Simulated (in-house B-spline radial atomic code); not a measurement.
**PBEsol excitations of Tl IV (Tl3+)**

Method: PBEsol. Computed with an all-electron radial atomic-structure program (B-spline basis): linear response of the closed shell [Xe] 4f14 5d10 with the functional's adiabatic kernel; scalar-relativistic (spin-free one-electron X2C), finite nucleus, no spin-orbit coupling, no double excitations, S, P, D and F terms only; shells from n = 3 respond. Only terms of natural parity with L up to 3 were computed.

Spin-orbit coupling is strong here, so these LS terms don't match observed levels.

Command:
```bash
python run_td.py task.json out
```
Settings (radii: box in bohr, nucleus in fm):
```
Z                        81
electrons                78
configuration            [Xe] 4f14 5d10
hamiltonian              x2c
method                   pbesol
box_radius               23.08
rms_radius               5.4759
intervals                71
```

Run time, properties included: 11 s on 1 thread of Arm Neoverse N1, with other jobs on the host.

The lowest states, in the order of their Tamm-Dancoff energies; the method's threshold (minus the highest occupied level) is 44.28 eV. Labels give the largest channel, * marks a mixed state, and oscillator strengths are full-response dipole values. Semilocal kernels can invert the small singlet-triplet splittings of Rydberg terms. Energies in eV:

| state | full response | Tamm-Dancoff | oscillator strength |
| --- | --- | --- | --- |
| 5d → 6s 3D | 8.800 | 8.835 | - |
| 5d → 6s 1D | 9.842 | 9.889 | - |
| 5d → 6p 3P | 19.140 | 19.177 | - |
| 5d → 6p 3F | 19.345 | 19.366 | - |
| 5d → 6p 1F | 19.764 | 19.768 | - |
| 5d → 6p 1P | 20.735 | 20.839 | 0.994 |
| 5d → 7s 3D | 30.06 | 30.06 | - |
| 5d → 6d 3S | 30.09 | 30.11 | - |
| 5d → 7s 1D | ? | ? | - |
| 5d → 6d 3D | 30.54 | 30.54 | - |
| 5d → 6d 1D | 30.77 | 30.78 | - |
| 5d → 6d 1S | 32.36 | 32.56 | - |
| 5d → 7p 3P | 33.20 | 33.21 | - |
| 5d → 7p 3F | 33.28 | 33.29 | - |
| 5d → 7p 1F | 33.39 | 33.39 | - |
| 5d → 7p 1P | 33.48 | 33.50 | 0.00351 |
| 5d → 5f 3P | 34.12 | 34.13 | - |
| 5d → 5f 3F | 34.36 | 34.36 | - |
| 5d → 5f 1F | ? | ? | - |
| 5d → 5f 1P | 35.40 | 35.49 | 1.3 |
| 5d → 8s 3D | 36.61 | 36.61 | - |
| 5d → 8s 1D | 36.66 | 36.66 | - |

(1) Where does 5d → 7s 1D lie?

(2) Where does 5d → 5f 1F lie?

(3) How large is the singlet-triplet splitting of 5d → 6s (D terms) in Tamm-Dancoff?

(4) What polarisabilities and dispersion coefficient does the method give?

Answers

(1) At 30.21 eV in full response, 30.22 eV in Tamm-Dancoff.

(2) At 34.59 eV in full response, 34.60 eV in Tamm-Dancoff.

(3) 1.05 eV, from the unrounded values.

(4) Dipole 5.407 bohr³, quadrupole 21.3 bohr⁵, C6 31.89 hartree·bohr⁶ for two such species.
